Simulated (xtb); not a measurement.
CH$_{3}$Cd (SMILES [CH3][Cd+]), charge +1, singlet, geometry from GFN2-xTB (such geometries of metal compounds can be far from the true shape); GFN0-xTB (xtb 6.7.1).

Input for xtb:
```
$ xtb mol.xyz --gfn 0 --chrg 1 --acc 30 --json

# file mol.xyz
5

Cd    -0.24990741    -0.15685804    -0.19594938
C      1.26333355     0.79294976     0.99056455
H      1.79956127    -0.02050473     1.49205259
H      0.72593198     1.44551340     1.68777248
H      1.89006125     1.34647864     0.28235779
```

Output, abridged:

```
   ID    Z sym.   atoms
    1   48 Cd     1
    2    6 C      2
    3    1 H      3-5

           -------------------------------------------------
          |                Calculation Setup                |
           -------------------------------------------------

           -------------------------------------------------
          |                 G F N 0 - x T B                 |
           -------------------------------------------------

          ...................................................
          :                      SETUP                      :
          :.................................................:
          :  # basis functions                  14          :
          :  # atomic orbitals                  14          :
          :  # shells                           10          :
          :  # electrons                         8          :
          :  electronic temp.          300.0000000     K    :
          :  accuracy                   30.0000000          :
          :  -> integral cutoff          0.2000000E+02      :
          :  -> integral neglect         0.3000000E-06      :
          ...................................................

         :::::::::::::::::::::::::::::::::::::::::::::::::::::
         ::                     SUMMARY                     ::
         :::::::::::::::::::::::::::::::::::::::::::::::::::::
         :: total energy              -2.845525851590 Eh    ::
         :: gradient norm              0.016725863746 Eh/a0 ::
         :: HOMO-LUMO gap              3.252719340260 eV    ::
         ::.................................................::
         :: H0 energy                 -4.330491293310 Eh    ::
         :: repulsion energy           0.059261868570 Eh    ::
         :: electrostat energy         1.426237426907 Eh    ::
         :: -> Gsolv                   0.000000000000 Eh    ::
         ::    -> Gsasa                0.000000000000 Eh    ::
         ::    -> Gshift               0.000000000000 Eh    ::
         :: dispersion energy         -0.000533853756 Eh    ::
         :: short-range corr.          0.000000000000 Eh    ::
         :: add. restraining           0.000000000000 Eh    ::
         :: total charge               1.000000000000 e     ::
         :::::::::::::::::::::::::::::::::::::::::::::::::::::

           -------------------------------------------------
          |                Property Printout                |
           -------------------------------------------------

    * Orbital Energies and Occupations

         #    Occupation            Energy/Eh            Energy/eV
      -------------------------------------------------------------
         1        2.0000           -0.6244854             -16.9931
         2        2.0000           -0.5356149             -14.5748
         3        2.0000           -0.5356149             -14.5748
         4        2.0000           -0.4695305             -12.7766 (HOMO)
         5                         -0.3499953              -9.5239 (LUMO)
         6                         -0.1522200              -4.1421
         7                         -0.1351502              -3.6776
         8                         -0.1351502              -3.6776
         9                         -0.0045463              -0.1237
        10                         -0.0045463              -0.1237
        11                          0.1785124               4.8576
        12                          0.2470471               6.7225
        13                          0.2470471               6.7225
        14                          0.4585122              12.4768
      -------------------------------------------------------------
                  HL-Gap            0.1195352 Eh            3.2527 eV
             Fermi-level            0.0000000 Eh            0.0000 eV

     #   Z          covCN         q      C6AA      α(0)
     1  48 Cd       0.843     0.231   384.108    44.285
     2   6 C        3.611    -0.237    28.782     7.826
     3   1 H        0.925     0.335     0.613     1.224
     4   1 H        0.925     0.335     0.613     1.224
     5   1 H        0.925     0.335     0.613     1.224

 Mol. C6AA /au·bohr⁶  :        729.330826
 Mol. C8AA /au·bohr⁸  :      50526.519912
 Mol. α(0) /au        :         55.784013

Wiberg/Mayer (AO) data.
largest (>0.10) Wiberg bond orders for each atom

 ---------------------------------------------------------------------------
     #   Z sym  total        # sym  WBO       # sym  WBO       # sym  WBO
 ---------------------------------------------------------------------------
     1  48 Cd   1.235 --     2 C    1.047
     2   6 C    3.836 --     1 Cd   1.047     3 H    0.930     5 H    0.930
                             4 H    0.930
     3   1 H    0.979 --     2 C    0.930
     4   1 H    0.979 --     2 C    0.930
     5   1 H    0.979 --     2 C    0.930
 ---------------------------------------------------------------------------

Topologies differ in total number of bonds
Writing topology from bond orders to xtbtopo.mol

 dipole moment from electron density (au)
     X       Y       Z
   0.6942   0.4357   0.5443  total (Debye):    2.501

           -------------------------------------------------
          | TOTAL ENERGY               -2.845525851590 Eh   |
          | GRADIENT NORM               0.016725863746 Eh/α |
          | HOMO-LUMO GAP               3.252719340260 eV   |
           -------------------------------------------------

normal termination of xtb
```
